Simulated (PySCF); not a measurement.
AlBH₄NO, Al₂H₃N₂, AlBFH₃N, B₂H₃O₂ and others (calculated)

Computed with PySCF 2.14.0. Calculation on a computer-drawn molecule: optimised geometry and harmonic frequencies of an isolated molecule of the commonest isotopes, restricted reference for singlets and unrestricted otherwise, frozen core in MP2.

```json
{"entry": 1, "formula": "AlBH4NO", "start_structure": {"atoms_angstrom": [["N", -0.5584, 2.1455, 0.1364], ["Al", 0.4577, 0.6157, 0.4966], ["B", 0.2182, -1.2954, 0.726], ["O", -0.7676, -0.7161, -0.0169], ["H", -1.4932, 2.3127, -0.1191], ["H", -0.0985, 3.1136, 0.2493], ["H", -0.2089, -2.2108, 1.4479], ["H", -1.6309, -1.2307, -0.232]]}, "given": {"charge": 0, "multiplicity": 2, "method": "HF", "basis": "cc-pV(D+d)Z", "drawn_bonds_atom": [1, 2, 3, 1, 1, 3, 4], "drawn_bonds_other_atom": [2, 3, 4, 5, 6, 7, 8], "drawn_bonds_order": [1, 1, 1, 1, 1, 1, 1]}, "results": {"optimised_atom_element": ["N", "Al", "B", "O", "H", "H", "H", "H"], "optimised_atom_x [angstrom]": [-0.3424, 0.5679, -0.412, -0.8839, -1.325, 0.04609, -0.4894, -1.242], "optimised_atom_y [angstrom]": [2.47, 0.947, -0.9688, -1.657, 2.555, 3.385, -1.49, -2.505], "optimised_atom_z [angstrom]": [0.3355, 0.2243, 0.5581, -0.5115, 0.5231, 0.1996, 1.652, -0.2925], "modes_frequency [cm^-1]": [56.44, 156.1, 210.2, 378.2, 460.1, 506.8, 552.9, 687.1, 821.2, 903.8, 1053, 1261, 1350, 1675, 2584, 3763, 3846, 4135], "modes_reduced_mass [dalton]": [3.717, 2.631, 3.354, 1.325, 1.251, 3.116, 1.247, 1.288, 6.453, 1.39, 1.027, 1.92, 3.114, 1.109, 1.089, 1.052, 1.093, 1.066], "rotational_constants [GHz]": [17.86, 2.514, 2.385], "total_energy [hartree]": -398.2879, "spin_squared": 0.7718, "convergence_status_largest_gradient_component [hartree/bohr]": 3.696e-05}}
{"entry": 2, "formula": "Al2H3N2", "start_structure": {"atoms_angstrom": [["N", 2.9546, 1.1517, 1.275], ["Al", 1.7002, 0.7368, 0.2071], ["Al", -0.2472, 0.1697, -1.5407], ["N", -1.5772, -0.3601, -2.4839], ["H", 3.912, 1.183, 1.0289], ["H", -1.4947, -0.7456, -3.4258], ["H", -2.612, -0.2369, -2.2851]]}, "given": {"charge": 1, "multiplicity": 1, "method": "HF", "basis": "cc-pV(D+d)Z", "drawn_bonds_atom": [1, 2, 3, 1, 4, 4], "drawn_bonds_other_atom": [2, 3, 4, 5, 6, 7], "drawn_bonds_order": [2, 1, 1, 1, 1, 1]}, "results": {"optimised_atom_element": ["N", "Al", "Al", "N", "H", "H", "H"], "optimised_atom_x [angstrom]": [3.0, 1.76, -0.239, -1.582, 3.779, -1.532, -2.55], "optimised_atom_y [angstrom]": [1.065, 0.6892, 0.08469, -0.3211, 1.301, -0.7195, -0.2004], "optimised_atom_z [angstrom]": [0.8855, -0.0205, -1.482, -2.464, 1.455, -3.388, -2.211], "modes_frequency [cm^-1]": [33.5, 38.06, 133.6, 138.3, 306.2, 529.5, 534.9, 558.2, 674.0, 965.4, 1271, 1648, 3725, 3801, 3971], "modes_reduced_mass [dalton]": [8.027, 8.193, 5.137, 8.459, 11.04, 1.119, 1.111, 1.219, 1.235, 7.425, 9.212, 1.1, 1.053, 1.093, 1.088], "rotational_constants [GHz]": [372.4, 1.377, 1.372], "total_energy [hartree]": -594.2140, "convergence_status_largest_gradient_component [hartree/bohr]": 3.709e-06}}
{"entry": 3, "formula": "AlBFH3N", "start_structure": {"atoms_angstrom": [["N", 0.5657, -1.122, -2.1562], ["Al", 0.6851, -0.9865, -0.5099], ["B", 0.7113, -0.9406, 1.69], ["F", 0.9996, 0.3413, 2.2384], ["H", 0.7418, -0.4215, -2.8306], ["H", -0.3697, -1.2792, 2.1013], ["H", 1.5088, -1.7711, 2.0663]]}, "given": {"charge": -1, "multiplicity": 1, "method": "HF", "basis": "aug-cc-pV(D+d)Z", "drawn_bonds_atom": [1, 2, 3, 1, 3, 3], "drawn_bonds_other_atom": [2, 3, 4, 5, 6, 7], "drawn_bonds_order": [2, 1, 1, 1, 1, 1]}, "results": {"optimised_atom_element": ["N", "Al", "B", "F", "H", "H", "H"], "optimised_atom_x [angstrom]": [0.6643, 0.6917, 0.6988, 1.025, 0.6514, -0.4355, 1.547], "optimised_atom_y [angstrom]": [-0.8094, -0.8187, -0.9621, 0.3189, -0.7821, -1.319, -1.808], "optimised_atom_z [angstrom]": [-2.13, -0.4841, 1.809, 2.365, -3.12, 2.098, 2.061], "modes_frequency [cm^-1]": [103.6, 132.3, 233.4, 337.2, 347.9, 394.2, 661.2, 930.6, 1036, 1076, 1100, 1261, 2451, 2466, 3969], "modes_reduced_mass [dalton]": [7.289, 4.524, 12.48, 2.187, 1.151, 1.681, 1.323, 6.415, 1.171, 1.835, 2.487, 1.13, 1.045, 1.116, 1.084], "rotational_constants [GHz]": [29.96, 2.162, 2.051], "total_energy [hartree]": -422.2893, "convergence_status_largest_gradient_component [hartree/bohr]": 1.867e-05}}
{"entry": 4, "formula": "AlBFH3N", "start_structure": {"atoms_angstrom": [["N", 0.6643, -0.8094, -2.1296], ["Al", 0.6917, -0.8187, -0.4841], ["B", 0.6988, -0.9621, 1.8087], ["F", 1.0251, 0.3189, 2.3655], ["H", 0.6514, -0.7821, -3.1197], ["H", -0.4355, -1.3186, 2.0978], ["H", 1.5468, -1.8075, 2.0608]]}, "given": {"charge": -1, "multiplicity": 1, "method": "MP2", "basis": "aug-cc-pV(D+d)Z", "drawn_bonds_atom": [1, 2, 3, 1, 3, 3], "drawn_bonds_other_atom": [2, 3, 4, 5, 6, 7], "drawn_bonds_order": [2, 1, 1, 1, 1, 1]}, "results": {"optimised_atom_element": ["N", "Al", "B", "F", "H", "H", "H"], "optimised_atom_x [angstrom]": [0.6566, 0.6926, 0.6979, 1.031, 0.6564, -0.4403, 1.548], "optimised_atom_y [angstrom]": [-0.8386, -0.8182, -0.9653, 0.3437, -0.7621, -1.324, -1.815], "optimised_atom_z [angstrom]": [-2.13, -0.4424, 1.798, 2.374, -3.139, 2.088, 2.051], "modes_frequency [cm^-1]": [80.33, 80.92, 179.3, 210.5, 278.4, 397.2, 617.2, 866.9, 971.5, 973.1, 1024, 1188, 2423, 2457, 3695], "modes_reduced_mass [dalton]": [7.221, 12.36, 2.371, 1.064, 1.942, 3.781, 1.324, 6.81, 1.156, 5.525, 1.317, 1.123, 1.047, 1.117, 1.085], "rotational_constants [GHz]": [29.28, 2.167, 2.052], "total_energy [hartree]": -422.8636, "convergence_status_largest_gradient_component [hartree/bohr]": 3.444e-05}}
{"entry": 5, "formula": "Al2H3N2", "start_structure": {"atoms_angstrom": [["N", -0.5093, 1.1512, 0.2237], ["Al", 0.1172, 0.1166, 1.3684], ["N", 1.1732, -1.1808, 2.1669], ["Al", -0.0259, -1.2221, 3.5787], ["H", 0.0187, 1.2971, -0.6447], ["H", 2.0749, -1.5432, 2.0205], ["H", -0.7005, -1.6172, 4.9137]]}, "given": {"charge": 0, "multiplicity": 2, "method": "HF", "basis": "cc-pV(D+d)Z", "drawn_bonds_atom": [1, 2, 3, 1, 3, 4], "drawn_bonds_other_atom": [2, 3, 4, 5, 6, 7], "drawn_bonds_order": [2, 1, 1, 1, 1, 1]}, "results": {"optimised_atom_element": ["N", "Al", "N", "Al", "H", "H", "H"], "optimised_atom_x [angstrom]": [0.05816, 0.3258, 0.6072, -0.3886, -0.1248, 1.476, 0.1947], "optimised_atom_y [angstrom]": [1.048, 0.1137, -0.9184, -1.212, 1.635, -1.436, -2.229], "optimised_atom_z [angstrom]": [-0.2158, 1.044, 2.448, 3.919, -0.9911, 2.428, 4.995], "modes_frequency [cm^-1]": [102.6, 151.6, 221.2, 237.2, 412.3, 464.1, 523.3, 535.7, 702.6, 887.2, 1088, 1287, 1920, 3712, 4012], "modes_reduced_mass [dalton]": [7.42, 1.933, 8.873, 2.136, 1.111, 1.137, 1.241, 1.794, 2.192, 3.331, 1.367, 10.25, 1.044, 1.074, 1.087], "rotational_constants [GHz]": [36.18, 1.807, 1.721], "total_energy [hartree]": -594.4685, "spin_squared": 0.7546, "convergence_status_largest_gradient_component [hartree/bohr]": 1.646e-05}}
{"entry": 6, "formula": "B2H3O2", "start_structure": {"atoms_angstrom": [["O", 1.3001, -0.715, -0.265], ["B", 1.5752, -0.8101, 0.987], ["B", 0.2863, -0.234, 1.96], ["O", -0.7275, 0.1728, 1.045], ["H", 2.7381, -1.2733, 1.2871], ["H", 0.0372, -0.0728, 3.0896], ["H", -0.2371, -0.0453, 0.1999]]}, "given": {"charge": -1, "multiplicity": 1, "method": "HF", "basis": "aug-cc-pVDZ", "drawn_bonds_atom": [1, 2, 3, 2, 3, 4], "drawn_bonds_other_atom": [2, 3, 4, 5, 6, 7], "drawn_bonds_order": [1, 1, 1, 1, 1, 1]}, "results": {"optimised_atom_element": ["O", "B", "B", "O", "H", "H", "H"], "optimised_atom_x [angstrom]": [1.413, 1.643, 0.2898, -0.7421, 2.717, 0.07168, -0.4198], "optimised_atom_y [angstrom]": [-0.7679, -0.8277, -0.2258, 0.1855, -1.268, -0.09605, 0.02228], "optimised_atom_z [angstrom]": [-0.3455, 0.9227, 1.899, 1.102, 1.411, 3.099, 0.2152], "modes_frequency [cm^-1]": [208.9, 212.9, 621.3, 656.2, 716.1, 953.2, 1005, 1084, 1135, 1295, 1416, 1548, 2198, 2466, 3910], "modes_reduced_mass [dalton]": [1.987, 5.914, 4.954, 1.333, 2.936, 1.541, 1.227, 1.268, 1.273, 3.432, 1.454, 10.28, 1.076, 1.091, 1.065], "rotational_constants [GHz]": [18.98, 5.979, 4.547], "total_energy [hartree]": -200.9382, "convergence_status_largest_gradient_component [hartree/bohr]": 2.098e-05}}
{"entry": 7, "formula": "Al2H3O", "start_structure": {"atoms_angstrom": [["O", 2.289, -0.9125, 0.9558], ["Al", 1.1563, -0.4918, -0.1093], ["Al", 0.9948, 1.9431, -0.822], ["H", 0.124, -1.4245, -1.081], ["H", 0.1832, 3.1631, -0.0226], ["H", 1.9298, 2.8849, -1.6757]]}, "given": {"charge": -1, "multiplicity": 1, "method": "HF", "basis": "aug-cc-pV(D+d)Z", "drawn_bonds_atom": [1, 2, 2, 3, 3], "drawn_bonds_other_atom": [2, 3, 4, 5, 6], "drawn_bonds_order": [1, 1, 1, 1, 1]}, "results": {"optimised_atom_element": ["O", "Al", "Al", "H", "H", "H"], "optimised_atom_x [angstrom]": [2.227, 1.165, 1.04, 0.1641, 0.1236, 1.958], "optimised_atom_y [angstrom]": [-0.9576, -0.527, 2.07, -1.489, 3.181, 2.884], "optimised_atom_z [angstrom]": [0.9652, -0.1798, -0.7314, -1.034, 0.02074, -1.795], "modes_frequency [cm^-1]": [87.01, 102.3, 315.9, 320.9, 505.9, 536.7, 713.2, 878.9, 1042, 1740, 1771, 1810], "modes_reduced_mass [dalton]": [1.107, 5.932, 1.079, 7.581, 1.381, 1.262, 1.113, 1.073, 14.23, 1.042, 1.052, 1.032], "rotational_constants [GHz]": [20.78, 2.867, 2.608], "total_energy [hartree]": -560.4682, "convergence_status_largest_gradient_component [hartree/bohr]": 1.304e-05}}
{"entry": 8, "formula": "AlBH3O2", "start_structure": {"atoms_angstrom": [["O", -0.3458, -1.1392, 2.9273], ["Al", -0.1686, -0.4481, 1.5501], ["B", -1.2579, -1.3318, -0.1317], ["O", -2.5007, -0.971, -0.4194], ["H", 0.6451, 0.8714, 1.1755], ["H", -0.9163, -2.3827, -0.5104], ["H", -2.9917, -1.6078, -0.9875]]}, "given": {"charge": -1, "multiplicity": 1, "method": "HF", "basis": "aug-cc-pV(D+d)Z", "drawn_bonds_atom": [1, 2, 3, 2, 3, 4], "drawn_bonds_other_atom": [2, 3, 4, 5, 6, 7], "drawn_bonds_order": [1, 1, 1, 1, 1, 1]}, "results": {"optimised_atom_element": ["O", "Al", "B", "O", "H", "H", "H"], "optimised_atom_x [angstrom]": [-0.06441, -0.2045, -1.332, -2.515, 0.4888, -1.013, -2.896], "optimised_atom_y [angstrom]": [-1.112, -0.4788, -1.443, -0.9251, 0.9204, -2.501, -1.47], "optimised_atom_z [angstrom]": [3.112, 1.623, -0.002169, -0.5115, 1.108, -0.5463, -1.179], "modes_frequency [cm^-1]": [43.86, 167.9, 205.0, 432.6, 552.5, 557.6, 731.1, 884.9, 1034, 1066, 1199, 1322, 1702, 2407, 4173], "modes_reduced_mass [dalton]": [3.418, 3.324, 3.861, 2.108, 1.652, 1.869, 1.113, 1.408, 8.158, 1.133, 4.416, 1.533, 1.042, 1.085, 1.066], "rotational_constants [GHz]": [20.5, 2.439, 2.345], "total_energy [hartree]": -418.1431, "convergence_status_largest_gradient_component [hartree/bohr]": 8.679e-06}}
```
